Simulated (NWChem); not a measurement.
A series in which one site is exchanged, each optimised at PBE0/def2-SVP with NWChem, gas phase unless a solvent is named. All stand in one matching conformer (torsions within 35°), which need not be the lowest. For some, no frequency run checked for a minimum. def2 effective core potentials on In; no spin-orbit coupling.

A: [CH3][Ga]([NH2])[F] (CH$_{5}$FGaN; site = Ga)
B: [In]([F])([NH2])[CH3] (CH5FInN; site = In)
C: [Al]([NH2])([CH3])[F] (CH5AlFN; site = Al)
D: CB(N)F (CH5BFN; site = B)

```tsv
quantity	A	B	C	D
dipole (D), PBE0/def2-SVP	2.93	___	2.33	2.28
orbital gap (eV), PBE0/def2-SVP	7.59	___	7.61	9.78
static polarisability, PBE/def2-SVPD (bohr³)	51.4	___	48.8	38.6
lowest singlet excitation, PBE/def2-SVPD, TDA (eV)	5.17	___	5.25	6.65
```

Question: Fill in the missing entries.

Answer: 
- dipole (D), PBE0/def2-SVP, B: 3.59
- orbital gap (eV), PBE0/def2-SVP, B: 6.39
- static polarisability, PBE/def2-SVPD (bohr³), B: 60.5
- lowest singlet excitation, PBE/def2-SVPD, TDA (eV), B: 4.41
